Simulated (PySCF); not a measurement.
Bond length, frequency and bond energy of SnI⁻ by level of theory

State: ³Σ⁻ (triplet), unpaired electrons π ↑↑. Set-up: basis Sn def2-TZVPPD with ECP28, I def2-TZVPPD with ECP28; scalar-relativistic core potentials; PySCF 2.14. De refers to Sn + I⁻ in their high-spin ground configurations, without counterpoise correction. The functionals are run spin-unrestricted. A positive dipole points towards I; it is taken about the centre of mass and depends on that origin.

| Level | Re (Å) | ωe (cm⁻¹) | De (eV) | μ (D) | CPU s a point (SCF and correlation, without the integrals) |
| --- | --- | --- | --- | --- | --- |
| UHF | 3.031 | 114 | n/a | -0.40 | 3 |
| UHF-MP2 | 2.910 | 137 | 1.44 | n/a | 6.5 |
| UHF-SCS-MP2 | 2.943 | 131 | 1.32 | n/a | n/a |
| PBE | 2.943 | 132 | 1.54 | 0.69 | 2.8 |
| PW91 | 2.940 | 132 | 1.55 | 0.67 | 1.7 |
| BLYP | 3.008 | 119 | 1.31 | 0.41 | 1.7 |
| r²SCAN | 2.918 | 137 | 1.58 | 0.74 | 3.9 |
| r²SCANh | 2.912 | 138 | 1.56 | 0.68 | 5.6 |
| PBE0 | 2.920 | 136 | 1.49 | 0.56 | 5.8 |
| r²SCAN0 | 2.905 | 139 | 1.53 | 0.60 | 5.8 |
| LC-ωPBE | 2.895 | 139 | 1.37 | 0.36 | 5.5 |
| B2PLYP | 2.947 | 130 | 1.36 | 0.22 | 6.5 |

Q: What does a quarter of exact exchange do here, going from PBE to PBE0?

A: PBE0 less PBE: -2.3 pm in Re, +3.0 % in ωe, -0.05 eV in De. Exact exchange removes part of the self-interaction that spreads semilocal densities, and in most molecules shortens and stiffens the bond and lowers De; so it does here.

Q: What does second-order correlation do here, going from UHF to UHF-MP2?

A: UHF-MP2 less UHF: -12.1 pm in Re, +20.2 % in ωe. Correlation nearly always deepens the well. The bond shortens, as in weak, metallic or heavy-atom bonds, where dispersion and the correlation of outer-core electrons pull the atoms together.

Correlated steps freeze 8 core orbitals. These are scalar-relativistic numbers at best; spin–orbit coupling would shift them, the dissociation energy most. For an ion De counts to the pair picked by the measured ionisation energies or electron affinities, which need not be the lowest pair at this level. The highest Kohn–Sham level is positive in this anion. Much of that is self-interaction error, but it also means that the finite basis helps to hold the extra electron. B2PLYP dipoles, levels and charges come from its SCF part alone. The state is the lowest determinant that a PBE0 search found; another state may lie lower at other levels.

The whole job (state search and all levels along the bond) took about 7 min on 2 threads of Arm Neoverse V2 (shared host), peak memory 5.5 GiB.
